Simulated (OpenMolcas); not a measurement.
Mo3+: ligand-field states by method

Mo3+ with its 6 nearest oxide ions at 2.082 Å, on the Mg site of MgO (a = 4.2112 Å, distance in the model lattice 2.106 Å). The rest of the host is ab initio model potentials to 7.6 Å, with orthogonalisation functions on the cations behind the ligands, and point charges beyond; the distance is set by hand and nothing relaxes, and no local charge compensation is placed. Ligand basis ANO-RCC-VDZP.

* Program: OpenMolcas 26.06
* Basis: ANO-RCC-VDZP [6s5p3d1f]
* Scalar Hamiltonian: DKH2, point nucleus
* Active space: 3 electrons in 5 orbitals (4d)
* State averaging: 2S+1 = 4 even, 10 roots; 2S+1 = 2 even, 40 roots
* Spin-orbit coupling: state interaction with AMFI integrals over the reference wave functions

I. CASSCF
II. SS-CASPT2, IPEA 0.25 Eh, imaginary shift 0.1 Eh (closed shells correlated: 4s 4p and the ligand valence shells)

Spin-free states (labels of O, the rotations of Oh) in cm-1, each column counted from its own energy of the first state listed:

```csv
State,Degeneracy,I,II
4A2,1,0,0
2E,2,12900,9820
2T1,3,13484,9880
2T2,3,20735,16080
4T2,3,33273,33570
4T1,3,40836,39320
2A1,1,43457,40330
2S+1 = 2,3,45514,42450
2S+1 = 2,3,45886,42950
2E,2,47360,43460
2T1,3,50885,46640
2T2,3,54618,49290
2A2,1,56849,50160
2E,2,65942,58150
4T1,3,68910,68670
2S+1 = 2,3,78532,76050
2S+1 = 2,3,80042,77790
2T1,3,84592,80330
2T2,3,98148,91590
2E,2,116012,114030
```

From I to II, I's first state of the same spin (4T2) moves from 33273 to 33570 cm-1, by about +300 cm-1.

From I to II, I's first state of another spin (2E) moves from 12900 to 9820 cm-1, by about -3100 cm-1.

I: A least-squares ligand-field fit to the states below 45000 cm-1, each weighted by its degeneracy and with a free common offset, gives 10Dq = 33202 cm-1, B = 685 cm-1 and C = 2514 cm-1 (C/B = 3.67), with an rms deviation of 34 cm-1. The same method and metal basis give the free ion B = 802 cm-1 (fit to its terms below 60000 cm-1, rms deviation 39 cm-1), so the nephelauxetic ratio is β = 685 / 802 = 0.85; it hangs on how both fits weigh the states, and computed free-ion B values tend to be too large, so β mixes covalency with correlation.

χT at 300 K: I 1.81, II 1.81 cm3 K/mol.

Roots that are degenerate in the reference are averaged as groups; the widest CASPT2 spread within a group is 360 cm-1 (the 3-fold group of multiplicity 2 near 42400 cm-1 above the lowest state of its run, II). Shifts and gaps below about the spread of the groups concerned are not significant. Over all roots computed the reference weight is 0.69 to 0.71 in II; a low but even weight reflects the number of correlated electrons. The least metal-like active orbital is 77 % on the metal (Löwdin) and no ligand orbital is active, so the numbers are rough. Ligand-to-metal charge-transfer states are missing. With no ligand orbital active B as a rule stays too high, so bands that hang on it stand too high and its fall with covalency is understated. Without dynamic correlation the repulsion within the d shell is too large (B by tens of per cent), so at a given field states of lower spin stand too high (holds for I). With metal d orbitals alone the field can be off either way by tens of per cent (holds for I). With one d shell and no ligand orbital active, 10Dq can be off by a tenth or more (holds for II). No measured value stands beside these numbers; the geometry was set by hand and not optimised.
